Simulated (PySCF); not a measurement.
## Correlation energy of As²⁺ (arsenic, charge +2)

[Ar] 3d10 4s2 4p1, 2P determinant. Calculation: PySCF 2.14, in def2-TZVP (6s5p4d1f, 48 functions); the non-relativistic Hamiltonian (point nucleus). Frozen: [Ar] 3d10; 3 electrons correlated.

MP2 pair energies summed by pair of shells (mhartree):

```tsv
pair	energy	share (%)
4s-4s	-22.47	55.5
4s-4p	-18.03	44.5
```

Total MP2 correlation energy: -40.50 mhartree.

Same-spin part -2.60 and opposite-spin part -37.90 mhartree; SCS-MP2 scales them by 1/3 and 6/5 to -46.35 mhartree.

| level | correlation energy (mhartree) |
| --- | --- |
| CCSD | -54.96 |
| (T) | -0.76 |
| CCSD(T) | -55.72 |

Diagnostics: T1 = 0.0090, D1 = 0.0208, largest double amplitude 0.099.

Cost of the coupled-cluster step: 0.49 s of wall time on 1 thread of Neoverse-V1 (shared host), for 3 correlated electrons.
